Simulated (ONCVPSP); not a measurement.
**Which setting gave this result? (molybdenum (Mo), ONCV)**

Base potential:

```json
{"Element": "molybdenum", "Generator": "ONCVPSP 4.0.1", "Type": "optimised norm-conserving Vanderbilt (ONCV)", "Functional": "PBE", "Relativity": "scalar-relativistic", "Frozen core": "[Ar] 3d10", "Valence charge": "14", "Reference configuration": "4s2 4p6 4d5 5s1", "Partial waves": "4s+5s: rc 1.55 bohr, ncon 4, nbas 7, qcut 7.5 1/bohr, 2 projectors; 4p: rc 1.80 bohr, ncon 4, nbas 8, qcut 6.1 1/bohr, 2 projectors, debl 2.8 Ha; 4d: rc 1.95 bohr, ncon 4, nbas 8, qcut 6.8 1/bohr, 3 projectors, debl 0.7 Ha", "Local potential": "polynomial inside 0.95 bohr (lpopt 5, dvloc0 -1 Ha)", "Core correction": "Teter function, fcfact 3.25, rcfact 1"}
```

Cutoffs, loose and tight: the cutoffs (Ha) at which the residual kinetic energy of the hardest occupied pseudo-wave falls to 1 and 0.1 mHa per electron. They do not see the model core or the augmentation charge, which bear on the density cutoff. Test errors are all-electron minus pseudo excitation energies from the reference, over the configurations 4s2 4p6 4d5 5s0; 4s2 4p6 4d4 5s0; 4s2 4p6 4d3 5s0; 4s2 4p5 4d5 5s1; variants that change the core or the reference have their own tests.

Only the scale of all radii but the core radius (base = 1) is moved (1 further runs of the sweep failed or gave no value and are left out):

| scale of all radii but the core radius (base = 1) | cutoff, loose | cutoff, tight | bound ghosts | largest test error (meV) |
| --- | --- | --- | --- | --- |
| 0.87 | 25 Ha | 47 Ha | s | -52 |
| 0.94 | 23 Ha | 27 Ha | none | -63 |
| 1.07 | 20 Ha | 24 Ha | none | -79 |
| 1.16 | 18 Ha | 22 Ha | none | -90 |
| 1.25 | 16 Ha | 20 Ha | none | -97 |
| 1.33 | 15 Ha | 19 Ha | none | -101 |

Problem. One more run gave cutoff, loose: 22 Ha; cutoff, tight: 25 Ha; bound ghosts: d; largest test error (meV): -71. Which value of the scale of all radii but the core radius (base = 1) was used?

Solution. 1. The loose cutoff moves one way along this sweep, from 25 Ha at 0.87 to 15 Ha at 1.33, which places the run between 0.94 and 1.07.
